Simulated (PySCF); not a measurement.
## Working out the ionisation energy of I

I [Kr] 4d10 5s2 5p5 (2P) → I+ [Kr] 4d10 5s2 5p4 (3P). All numbers are calculated (PySCF 2.14, scalar relativity through the core potential, in def2-SVP with the def2 core potential (28 electrons) (4s4p2d, 26 functions)). Frozen: 4s2 4p6 4d10. Energies in hartree (1 hartree = 27.21139 eV):

| part | I (lower) | I+ (upper) |
| --- | --- | --- |
| UHF | -296.649606 | -296.297095 |
| CCSD correlation | -0.090470 | -0.074520 |
| (T) | -0.000778 | -0.000708 |

Q: What does Hartree-Fock give?

A: (-296.297095) − (-296.649606) = 0.352511 hartree = 9.592 eV.

Q: What do CCSD and CCSD(T) give?

A: The CCSD correlation energies differ by 0.015950 hartree = 0.434 eV and the triples by 0.000070 hartree = 0.002 eV, so CCSD gives 10.026 eV and CCSD(T) 10.028 eV.

Measured between the centres of the two terms (NIST): 10.519 eV, so CCSD(T) (valence) is off by -0.491 eV.

A double-zeta basis recovers only part of the correlation energy.

What remains against the reference includes basis incompleteness, the frozen core and higher excitations.
